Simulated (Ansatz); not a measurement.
Ti₂Cl₂, relaxed as a singlet with RKS PBE-D4/def2-SVP in Ansatz, starting from the GFN1-xTB geometry. Force threshold 0.02 eV/Å.

The restricted singlet is unstable towards broken spin symmetry at other levels; at PBE-D4/def2-SVP this wasn't settled. At PBE-D4/def2-SVP a triplet of charge 0 lies 0.34 eV below the restricted singlet, each at its own geometry. The structure comes from a short search, and lower isomers may exist.

Start:

Cartesian coordinates in Å:
```
Ti 0.351 -0.738 -0.968
Ti -0.350 0.771 0.855
Cl 0.125 -2.861 -1.440
Cl -0.126 2.828 1.553
```

```csv
step,energy (eV),largest force component (eV/Å),SCF passes
1,-71239.0344,1.757,67
2,-71239.5418,0.671,39
3,-71239.8529,0.704,38
4,-71239.9929,1.062,33
5,-71240.1119,0.696,88
6,-71240.1457,0.422,66
7,-71240.3437,1.560,45
8,-71240.5705,1.183,35
9,-71240.8067,0.635,35
10 (rejected),-71240.7817,1.371,34
11,-71240.9311,0.217,32
12,-71240.9412,0.005,25
```

Force components are those of the run's own axes.

End:

Cartesian coordinates in Å:
```
Ti 0.5889 0.2653 -0.8379
Ti -0.5876 -0.2652 0.8375
Cl -0.1204 -2.0104 -0.7203
Cl 0.1191 2.0103 0.7207
```

Bonds formed: Ti1–Cl4, Ti2–Cl3 (atoms count from 1).

No frequencies were taken in this run, so the end may be a saddle point.

Run time 18 s (4 threads of Arm Neoverse V1 on a shared host).
